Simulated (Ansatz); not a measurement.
Hg6Se6⁺. The state is a doublet with charge 1. Geometry PBE-D4/def2-SVP, that of the neutral singlet; atoms count from 1.

Cartesian coordinates in Å:
```
Se -0.1549 3.2048 0.8185
Hg 0.3030 1.1019 2.2089
Hg -2.2445 0.9914 -0.4053
Se -2.7345 -0.0898 1.8654
Se 1.3370 -1.1681 2.7950
Hg -1.2418 -1.9470 0.9230
Hg 1.2418 1.9470 -0.9229
Se -1.3371 1.1680 -2.7951
Se 2.7346 0.0899 -1.8653
Hg 2.2445 -0.9914 0.4053
Hg -0.3031 -1.1019 -2.2089
Se 0.1549 -3.2048 -0.8185
```

In the def2 sets Hg takes a core potential; there is no spin–orbit coupling. Single mean-field runs in def2-TZVP are fitted with def2-universal-jkfit.

**Question.** Estimate the Mulliken populations from the PBE0/def2-TZVP orbitals of Ansatz.

**Answer.** 
| atom | charge (e) | spin (α − β) | d electrons |
| --- | --- | --- | --- |
| Se1 | -0.38 | 0.00 | – |
| Hg2 | 0.50 | -0.02 | 9.91 |
| Hg3 | 0.52 | -0.02 | 9.91 |
| Se4 | -0.32 | 0.28 | – |
| Se5 | -0.32 | 0.28 | – |
| Hg6 | 0.50 | -0.02 | 9.91 |
| Hg7 | 0.50 | -0.02 | 9.91 |
| Se8 | -0.32 | 0.28 | – |
| Se9 | -0.32 | 0.28 | – |
| Hg10 | 0.52 | -0.02 | 9.91 |
| Hg11 | 0.50 | -0.02 | 9.91 |
| Se12 | -0.38 | 0.00 | – |
Mulliken values depend strongly on the basis.

**Question.** Where does the spin sit?

**Answer.** Summed by element: Se 1.11, Hg -0.11, of 1 unpaired in all. Largest on single atoms: Se4 0.28, Se9 0.28, Se5 0.28.

**Question.** And the Mayer bond orders between heavy atoms (over 0.3)?

**Answer.** Se1–Hg2 0.83 (2.56 Å); Se1–Hg7 0.83 (2.56 Å); Hg2–Se5 0.79 (2.56 Å); Hg3–Se4 0.80 (2.56 Å); Hg3–Se8 0.80 (2.56 Å); Se4–Hg6 0.79 (2.56 Å); Se5–Hg10 0.80 (2.56 Å); Hg6–Se12 0.83 (2.56 Å); Hg7–Se9 0.79 (2.56 Å); Se8–Hg11 0.79 (2.56 Å); Se9–Hg10 0.80 (2.56 Å); Hg11–Se12 0.83 (2.56 Å).
